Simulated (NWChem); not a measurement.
# C4H4OS; SMILES C(=O)SCC#C

```xyz
10

C      1.1383     2.6261     0.3523
C      0.2369     1.8959     0.0064
C     -0.8309     1.0092    -0.4166
S     -0.8619    -0.5992     0.4556
C      0.5389    -1.3720    -0.3178
O      0.9127    -2.4743    -0.0544
H      1.9360     3.2751     0.6647
H     -0.7875     0.8254    -1.5024
H     -1.8158     1.4574    -0.2117
H      1.0278    -0.7122    -1.0787
```
Atoms are numbered in this order, from 1.

All runs: NWChem. Structure relaxed at the PBE0/def2-SVP level. Atomic charges in e: unrestrained fits to the electrostatic potential beside Mulliken populations; buried atoms are poorly determined by the fit.

Question: Estimate the computed values for B3LYP/def2-SVP. Quantities: ESP C1; Mulliken C1; ESP C2; Mulliken C2; ESP C3; Mulliken C3; ESP S4; Mulliken S4; ESP C5; Mulliken C5; relative RMS misfit of the potential (%).

Answer: The ESP C1 is -0.40, the Mulliken C1 is -0.41 and the ESP C2 is -0.03. The Mulliken C2 comes out as 0.34 and the ESP C3 is 0.24. The Mulliken C3 is -0.08, the ESP S4 is -0.20 and the Mulliken S4 is 0.00. The ESP C5 is 0.45. The Mulliken C5 is 0.12. The relative RMS misfit of the potential (%) is 29.
